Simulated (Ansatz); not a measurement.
Basis-set extrapolation for `C[SiH](F)S[SiH3]` (PBE0-D4/def2-TZVP geometry, frozen core, the Gaussian-basis code of Ansatz). Multiplicity 1, RHF reference.

|  | def2-TZVPP | def2-QZVPP |
| --- | --- | --- |
| HF | -1117.013260 | -1117.049518 |
| MP2 correlation | -0.851860 | -0.923033 |
| CCSD(T) correlation | -0.944560 | not run |

Energies in hartree. Use E(X) = E(∞) + A·exp(−7.88·√X) for Hartree–Fock and E(X) = E(∞) + B·X^(−2.97) for correlation, with X = 3 and 4, and add CCSD(T) minus MP2 of the smaller set to the MP2 limit.

Task: What is the CCSD(T) energy at the basis-set limit?

Result: HF limit: -1117.049518 + (-0.036258) × 0.13774 = -1117.05451. MP2 limit: -0.923033 + (-0.071173) × 0.74074 = -0.97575. Higher-order term: -0.944560 − (-0.851860) = -0.09270. Total: -1118.12296 hartree, 4.49 eV below CCSD(T)/def2-TZVPP.
